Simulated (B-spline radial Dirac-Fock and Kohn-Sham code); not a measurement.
**Isotope-shift constants of the inner levels of Xe**

System: the Xe atom, configuration 1s2 2s2 2p6 3s2 3p6 3d10 4s2 4p6 4d10 5s2 5p6.

Input file task.json (cfg lists n, l and occupation; rrms is the nuclear radius in fm):

```json
{"items": [{
  "Z": 54,
  "q": 0,
  "cfg": [[1, 0, 2], [2, 0, 2], [2, 1, 6], [3, 0, 2], [3, 1, 6], [3, 2, 10], [4, 0, 2], [4, 1, 6], [4, 2, 10], [5, 0, 2], [5, 1, 6]],
  "A": 132,
  "rrms": 4.7859,
  "do": "isoshift",
  "isotopes": [[116, 115.921580955, 4.7211], [118, 117.916178678, 4.7387], [120, 119.911784267, 4.7509], [122, 121.908367655, 4.759], [124, 123.905885174, 4.7661], [126, 125.904297422, 4.7722], [127, 126.905183636, 4.7747], [128, 127.90353075341, 4.7774], [129, 128.90478085742, 4.7775], [130, 129.903509346, 4.7818], [131, 130.90508412808, 4.7808], [132, 131.90415508346, 4.7859], [133, 132.905910748, 4.7831], [134, 133.90539303, 4.7899], [136, 135.907214474, 4.7964], [137, 136.911557771, 4.8094], [138, 137.914146268, 4.8279], [139, 138.9187922, 4.8409], [140, 139.921645814, 4.8566], [141, 140.926787181, 4.8694], [142, 141.929973095, 4.8841], [143, 142.93536955, 4.8942], [144, 143.938945076, 4.9082], [146, 145.948518245, 4.9315]]
}]}
```

Command: `python xray2_run.py task.json out`

Level of theory: first-order field-shift and mass-shift constants from Dirac-Fock ground and hole states with a Fermi nucleus; the mass shift has no relativistic recoil terms; an atomic code on a B-spline grid. A binding energy shifts by δE = F·δ⟨r²⟩ + (K_N + K_S)·δ(1/M); F is taken for a change of radius at fixed skin thickness and so holds the higher radial moments.

| level | F (meV/fm²) |
| --- | --- |
| K (1s) | -121.1 |
| L1 (2s) | -14.49 |
| L2 (2p1/2) | 0.4768 |
| L3 (2p3/2) | 0.8174 |
| M1 (3s) | -2.900 |
| M2 (3p1/2) | 0.1386 |
| M3 (3p3/2) | 0.2164 |
| M4 (3d3/2) | 0.1949 |
| M5 (3d5/2) | 0.1904 |

The mass shift is not given and not included below: at this Z its relativistic corrections are large. It matters little for K lines but can be comparable with the field shift of L lines.

Field shifts alone in meV from A = 132 (mass 131.9042 u, rms radius 4.7859 fm); radii from Angeli and Marinova (2013).

```
  A  mass (u)  radius (fm)     Kα1     Kα2     Kβ1   Lα1
116  115.9216       4.7211   +75.1   +74.9   +74.8  -0.4
126  125.9043       4.7722       ?       ?       ?     ?
127  126.9052       4.7747   +13.1   +13.0   +13.0  -0.1
129  128.9048       4.7775    +9.8    +9.8    +9.7  -0.1
133  132.9059       4.7831    +3.3    +3.3    +3.3   0.0
139  138.9188       4.8409   -64.6   -64.4   -64.2  +0.3
140  139.9216       4.8566   -83.1   -82.9   -82.7  +0.4
141  140.9268       4.8694   -98.3   -98.0   -97.8  +0.5
142  141.9300       4.8841  -115.8  -115.5  -115.2  +0.6
144  143.9389       4.9082  -144.6  -144.2  -143.9  +0.7
```

Task: What are the shifts for A = 126?

Result: Kα1 +16.0 meV; Kα2 +15.9 meV; Kβ1 +15.9 meV; Lα1 -0.1 meV.

Values without a named source are computed, but for edge energies of neutral atoms, which are taken from tables.
